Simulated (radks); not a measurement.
Question: Successive ionisation energies (eV) of one element, from differences of total energies of ions in their ground configurations, starting at charge 0: 5.709, 11.670, 22.628, 40.832, 75.907, 90.038. Method: scalar-relativistic Kohn-Sham, r2SCAN, spin-polarised, spherical densities, finite nucleus; open shells are filled with parallel spins first (spin-orbit coupling, left out, can overturn this in heavy ions); meta-GGA in the generalised Kohn-Sham scheme; Fermi nuclear charge, rms radius 5.2218 fm; computed with a radial shooting solver on a logarithmic mesh with Libxc functionals. Which element is it?

Answer: Dysprosium (Z = 66). The first species listed is Dy in [Xe] 4f10 6s2, the last Dy5+ in [Kr] 4d10 4f8 5s2 5p5.
